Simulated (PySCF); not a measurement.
# Assigning NMR signals

Geometry:
```csv
atom,x (Å),y (Å),z (Å)
C1,1.123,-3.032,0.868
C2,0.903,-1.849,0.678
Si3,0.600,-0.066,0.349
Si4,2.137,0.674,-1.258
P5,0.948,0.995,2.327
N6,-1.063,0.202,-0.136
Si7,-1.656,-0.556,-1.609
Si8,-2.222,1.010,0.911
H9,1.313,-4.076,1.043
H10,1.925,2.144,-1.451
H11,3.522,0.454,-0.738
H12,1.999,-0.008,-2.581
H13,1.336,2.230,1.721
H14,2.283,0.494,2.403
H15,-2.197,0.467,-2.554
H16,-2.740,-1.543,-1.315
H17,-0.505,-1.261,-2.246
H18,-1.701,2.339,1.351
H19,-2.568,0.205,2.119
H20,-3.458,1.212,0.093
```

How the numbers were obtained: GIAO PBE0/pcSseg-1 shieldings, coordinates at the PBE0-D3(BJ)/def2-SVP level, in PySCF 2.14.0 with density-fitted response routines (in vacuum, averaged over atoms made equivalent by symmetry, fast rotation or ring inversion, one computed conformer, no relativistic terms).

References, each an isolated molecule treated in the same way: TMS for ¹³C (184.41 ppm), ¹H (31.27 ppm).

Task: Assign these signals to the numbered atoms. ¹³C{¹H} NMR (computed): δ 108.3 (CH), 89.4 (C).

Result: 
| δ (ppm) | atoms | environment | reason |
| --- | --- | --- | --- |
| 108.3 | C1 | terminal alkyne carbon | – |
| 89.4 | C2 | alkyne carbon | sp carbons lie upfield of alkene carbons because the cylindrical π system leaves one tensor component strongly shielded |

Task: Assign these signals to the numbered atoms. ¹H NMR (300 MHz, computed): δ 4.70 (s, 6H), 3.64 (m, 3H), 2.78 (s, 1H), 1.95 (m, 2H).

Result: 
```tsv
δ (ppm)	atoms	environment	reason
4.70	H15/H16/H17/H18/H19/H20	hydrogen on a silicon bonded to N	–
3.64	H10/H11/H12	hydrogen on a silicon bonded to Si	–
2.78	H9	hydrogen on a terminal alkyne carbon	it lies on the axis of the triple bond, in its shielding cone
1.95	H13/H14	hydrogen on a phosphorus bonded to Si	–
```

Splittings by ³¹P in the carbon and heteronuclear signals aren't shown, as no couplings were computed. Shifts are as computed. Against solution values, carbons near 30 ppm lie about +2 ppm off and those near 130 ppm about +5 ppm. Of 1211 compounds with measured shifts, 218 miss one by over three times the rms of a fit or turn the order of signals round; such compounds aren't used in these exercises. Multiplicities follow the n + 1 count of equivalent neighbours, as no J values were calculated; m marks all less simple cases, F and P coupling included.
